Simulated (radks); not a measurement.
The numbers below are computed, except where a source is named.
Question: Numerical settings for neutral gold, [Xe] 4f14 5d10 6s1. Level of theory: Dirac Kohn-Sham, PBE, spin-unpolarised, spherical densities, finite nucleus; Fermi nuclear charge, rms radius 5.4371 fm (a radial shooting solver on a logarithmic mesh with Libxc functionals). The defaults (mesh step 0.008 in ln r, mesh end at 40 bohr or more with all orbitals vanishing there, Anderson mixing 0.5 over 9 steps, residual threshold near 1e-9 with the energy settled to 1e-9 hartree or 1e-11 of itself, here a cap of 51 iterations) give E = -19043.796 hartree and 6s1/2 at -5.775 eV in 15 iterations. Run on one thread of a shared host, so times are rough (Arm Neoverse V1): 0.18 s of CPU time, 0.18 s wall, 15 iterations on 2440 mesh points. One setting is changed at a time: mesh step in ln r 0.005; mesh step in ln r 0.012; mesh step in ln r 0.2; mesh end (bohr) 12; mesh end (bohr) 400; residual threshold 0.1; residual threshold 1e-13; mixing 2.5; linear mixing, mixing 0.2; linear mixing, mixing 1; mixing history 3; iteration cap 5. Which runs fail to converge, and which converge to a wrong energy?

Answer: Not converged within the cap: mesh step in ln r 0.2; linear mixing, mixing 0.2; linear mixing, mixing 1; iteration cap 5. No run marked as converged misses the energy by more than 1 mhartree.
